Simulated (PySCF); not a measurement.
## Nonlinear optical response: `C1=CC1=C1C=C(C#C)C=C1`, C10H6

Cartesian coordinates in Å; atom numbers follow the order of the lines, from 1:
```xyz
16

C     3.574    1.833    0.966
C     2.604    1.215    0.616
C     1.489    0.470    0.198
C     0.179    0.720    0.473
C    -0.610   -0.311   -0.164
C    -1.939   -0.430   -0.140
C    -3.255    0.003    0.257
C    -3.169   -1.091   -0.493
C     0.327   -1.193   -0.837
C     1.573   -0.726   -0.621
H     4.415    2.378    1.275
H    -0.221    1.529    1.055
H    -3.857    0.704    0.783
H    -3.656   -1.890   -0.999
H     0.040   -2.061   -1.402
H     2.498   -1.142   -0.977
```

Method: quadratic response CAM-B3LYP/def2-SVPD first hyperpolarisability, Taylor convention, gas phase in PySCF. Geometry: GFN2-xTB.

Task: What is the first hyperpolarisability, and how does it disperse?

Result: In 10⁻³⁰ esu, Taylor convention; the vector part is βᵢ = ⅓ Σⱼ (βᵢⱼⱼ + βⱼᵢⱼ + βⱼⱼᵢ); β∥ is 3/5 of the vector part along the dipole, the dipole points from − to +:
| process | λ (nm) | β vector norm | β∥ | β HRS | depolarisation ratio |
| --- | --- | --- | --- | --- | --- |
| static β(0;0,0) | ∞ | 1.81 | 0.48 | 1.01 | 2.69 |
| second harmonic β(−2ω;ω,ω) | 1064 | 2.31 | 0.25 | 1.39 | 2.37 |
| Pockels β(−ω;ω,0) | 1064 | 1.95 | 0.45 | – | – |
| second harmonic β(−2ω;ω,ω) | 800 | 3.38 | -0.59 | 2.07 | 2.28 |
| Pockels β(−ω;ω,0) | 800 | 2.07 | 0.40 | – | – |

Task: Which lowest excitations, dipole and polarisabilities go with it?

Result: S1 3.98 eV (f = 0.064); S2 4.19 eV (f = 0.006); S3 4.59 eV (f = 0.172); dipole 5.71 D; isotropic α 126.6 au static, 129.6 au at 1064 nm, 132.1 au at 800 nm, 140.8 au at 532 nm, 158.8 au at 400 nm.
